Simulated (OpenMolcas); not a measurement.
## Ru5+: moving or changing the point charges

Ru5+ among 6 point charges of -1.7 e arranged as an octahedron (Oh), 2.14 Å from the ion.

```
Program             : OpenMolcas 26.06
Method              : CASSCF
Basis               : ANO-RCC-VDZP [6s5p3d1f]
Scalar Hamiltonian  : DKH2, point nucleus
Active space        : 3 electrons in 5 orbitals (4d)
State averaging     : 2S+1 = 4 even, 10 roots; 2S+1 = 2 even, 40 roots
Spin-orbit coupling : RASSI with atomic mean-field integrals over the reference wave functions
```

Runs around this geometry, states (labels of O, the rotations of Oh). Energies in cm-1 above the lowest state or level, χT in cm3 K/mol; 10Dq and B are least-squares fits to the states below 45000 cm-1, weighted by degeneracy, with a free offset, and given where the rms deviation is under 5 % of |10Dq| (or 100 cm-1) and under 700 cm-1.

```
R (Å)  q (e)  Ground state  First state of that spin  10Dq  B (rms of fit)  First gap with spin-orbit (degeneracies)  χT at 300 K  First state of another spin
 2.14   -1.1           4A2                  4T2 2534  2606        996 (33)                               2492 (4, 4)        0.407                     2E 17822
 1.95   -1.7           4A2                  4T2 6149  6333        991 (73)                               5952 (4, 4)        0.946                     2E 18375
 2.14   -1.7           4A2                  4T2 3899  4019        995 (49)                               3742 (4, 4)        0.642                     2E 18117
 2.26   -1.7           4A2                  4T2 2980  3069        996 (39)                               2882 (4, 4)        0.485                     2E 17938
```

Taking |10Dq| as R^-n, n = -ln(3069 / 6333) / ln(2.26 / 1.95) = 4.9 between the shortest and longest distance. The point-charge formula for a cubic d site gives n = 5.

Scaling the charges by -1.1 / -1.7 = 0.65 scales |10Dq| by 2606 / 4019 = 0.65; with fixed orbitals a first-order splitting would follow the charge.

Without dynamic correlation the repulsion within the d shell is too large (B by tens of per cent), so at a given field states of lower spin stand too high. This field is weak: 10Dq is about 2606 cm-1, while octahedral complexes of 4d ions of charge 3 and more, computed by the same method with explicit ligands, had a median near 25000 cm-1. Ground spin and moment need not be those of a real site (figures for R = 2.14, q = -1.1; the like holds for R = 1.95, q = -1.7, R = 2.14, q = -1.7, R = 2.26, q = -1.7). Spin-orbit coupling mixes the spin-free states strongly: the lowest level takes only 67 % from its leading state, 4A2 (holds for R = 2.14, q = -1.1). The ground term spreads over less than 5000 cm-1, several times less than with real ligands, so orbital moments are less quenched and χT lies further from the spin-only value than at real sites (holds for R = 2.14, q = -1.1). This is an electrostatic model: the charges have no orbitals. No measured value stands beside these numbers.
